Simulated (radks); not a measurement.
Nb34+, 7 electrons, occupied as [He] 2s2 2p3. All-electron calculation, scalar-relativistic Kohn-Sham, r2SCAN, spin-polarised, spherical densities, finite nucleus; open shells are filled with parallel spins first (spin-orbit coupling, left out, can overturn this in heavy ions); meta-GGA in the generalised Kohn-Sham scheme; Fermi nuclear charge, rms radius 4.324 fm. Program: a radial shooting solver on a logarithmic mesh with Libxc functionals.

Radial electron density D(r) = 4 pi r^2 rho(r):

```
   r/bohr * D(r) (the largest magnitude, 49.6, reaches the edge; | marks zero)
 0.003256 |      *
 0.004042 |        *
 0.005016 |            *
 0.006225 |                 *
 0.007726 |                       *
 0.009666 |                              *
    0.012 |                                      *
  0.01489 |                                             *
  0.01848 |                                                   *
  0.02293 |                                                      *
  0.02846 |                                                    *
  0.03533 |                                               *
  0.04384 |                                       *
  0.05441 |                                 *
  0.06808 |                               *
  0.08449 |                                   *
   0.1049 |                                       *
   0.1301 |                                      *
   0.1615 |                             *
   0.2005 |                *
   0.2488 |      *
   0.3088 | *
   0.3832 *
   0.4794 *
    0.595 *
```

D(r) has 2 maxima, at r = 0.0237, 0.113 bohr, and minima at 0.0639 bohr, inside which lie 2.23 electrons.
